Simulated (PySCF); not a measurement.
## XPS shifts beside NMR shieldings

C₃H₄N₂OS.
Geometry (GFN2-xTB, Å), atoms numbered from 1 in this order:
```
atom  x, y, z in Å
C1    -1.8264   -0.1491   -0.4162
O2    -0.8593    0.6659    0.2242
C3     0.3941    0.2037    0.1837
C4     1.4805    0.8457    0.7516
S5     2.8542   -0.1105    0.4482
N6     1.9609   -1.2327   -0.3633
N7     0.7328   -0.9505   -0.4217
H8    -1.8646   -1.1392    0.0438
H9    -2.7770    0.3638   -0.2881
H10   -1.5958   -0.2621   -1.4780
H11    1.5061    1.7676    1.2899
```

Binding energies: PySCF 2.14.0, delta-SCF UKS SCAN, pcX-2 on the ionised atom, pcseg-1 elsewhere, spin-free X2C. Shieldings: GIAO PBE0/pcSseg-1, non-relativistic, same geometry.

```csv
atom,isotropic shielding (ppm)
C1,126.7
C3,12.0
C4,64.6
```

Problem. What are the C 1s binding energies of these atoms?

Solution. 
```json
{"atom": "C4", "environment": "aromatic CH next to a ring sulfur", "C 1s (eV)": "291.16", "isotropic shielding (ppm)": "64.6"}
{"atom": "C1", "environment": "methoxy carbon", "C 1s (eV)": "292.58", "isotropic shielding (ppm)": "126.7"}
{"atom": "C3", "environment": "aromatic carbon bearing oxygen", "C 1s (eV)": "293.18", "isotropic shielding (ppm)": "12.0"}
```

Problem. Among the listed atoms, is the one with the highest binding energy also the least shielded?

Solution. Yes: C3 has both (293.18 eV, 12.0 ppm).

By binding energy: C4 < C1 < C3. By shielding: C3 < C4 < C1.

Isolated species at its GFN2-xTB geometry (one conformer only).
